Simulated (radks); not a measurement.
All-electron atom: Yb in [Xe] 4f14 6s2. Method: Dirac Kohn-Sham, PBE, spin-unpolarised, spherical densities, point nucleus; computed with a radial shooting solver on a logarithmic mesh with Libxc functionals.

Normalised radial functions P(r) = r R(r) (large component), r in bohr:

r,5s1/2
0.002129,0.0919
0.002908,0.1127
0.003973,0.1346
0.005428,0.1547
0.007415,0.1678
0.01013,0.1656
0.01373,0.1383
0.01876,0.0738
0.02562,-0.0309
0.03501,-0.1582
0.04782,-0.2550
0.06534,-0.2376
0.08926,-0.0463
0.1219,0.2463
0.1666,0.3826
0.2258,0.1271
0.3084,-0.3809
0.4214,-0.5432
0.5757,-0.0141
0.7865,0.7524
1.074,1.0719
1.468,0.8186
2.005,0.3833
2.74,0.1080
3.713,0.0178
5.072,0.0013
6.929,0.0000
9.467,0.0000
12.93,0.0000

5s1/2: eigenvalue -54.823 eV, 4 radial nodes at r = 0.0236, 0.0940, 0.245, 0.579 bohr, <r> = 1.21 bohr, 90 % of the charge inside 1.75 bohr.
